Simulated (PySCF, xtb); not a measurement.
C₄H₉O₂, SMILES CO[CH]C(C)O, multiplicity 2. The values are those of a single conformer.

Harmonic wavenumbers (cm⁻¹) from GFN2-xTB in xtb at its own minimum, in rising order: 43, 64, 149, 191, 222, 258, 303, 330, 456, 468, 518, 897, 945, 1014, 1054, 1083, 1093, 1117, 1142, 1210, 1240, 1276, 1288, 1383, 1392, 1411, 1461, 1474, 1487, 1489, 2860, 2910, 2934, 3012, 3026, 3042, 3053, 3092, 3531.

What does PBE0-D3(BJ)/def2-SVP run with PySCF give at its own minimum? (Estimate from the structure and the level; the computed values follow.)

79, 83, 182, 196, 249, 265, 336, 372, 473, 514, 656, 885, 948, 1067, 1097, 1131, 1138, 1172, 1197, 1247, 1317, 1337, 1368, 1390, 1443, 1461, 1462, 1468, 1477, 1530, 3006, 3018, 3051, 3098, 3143, 3144, 3162, 3175, 3860. Paired by order, the mean absolute difference is 60 cm⁻¹ and the zero-point energies are 77.1 and 80.3 kcal/mol.
